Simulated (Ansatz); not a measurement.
Reaction (cleavage of the Si–B bond): `FB[SiH3]` + `NB(O)Cl` → `NB(Cl)O[SiH3]` + `BF`

Program: Ansatz. Geometries: PBE0-D4/def2-TZVP. ΔE: electronic, gas phase. CCSD(T)/CBS is the MP2 limit (def2-TZVPP, def2-QZVPP) plus CCSD(T) − MP2 in def2-TZVPP, frozen cores. This one scheme is used for every species. DFT in def2-TZVPP. B3LYP here is the variant with VWN-RPA as its local correlation; programs differ in this. Each species was taken in one conformer, which may not be the lowest.

```
        level  ΔE (eV)
     B3LYP-D4    -1.13
HF/def2-QZVPP    -1.36
```

(1) What does CCSD(T)/CBS give? (Estimate.)

Largest T1 diagnostic among the species: 0.014.

## Answers

(1) Computed: -1.13 eV. The listed levels differ from it by 0.00, -0.23 eV.

From r2SCAN to r2SCAN0 (25 % exact exchange), in def2-TZVPP and without D4, ΔE moves by −0.04 eV. Leaving LDA and LC-ωPBE aside and taking each functional with its dispersion term where it has one, the values, not all of them listed here, spread over 0.38 eV, from BHLYP-D4 to PBE-D4.
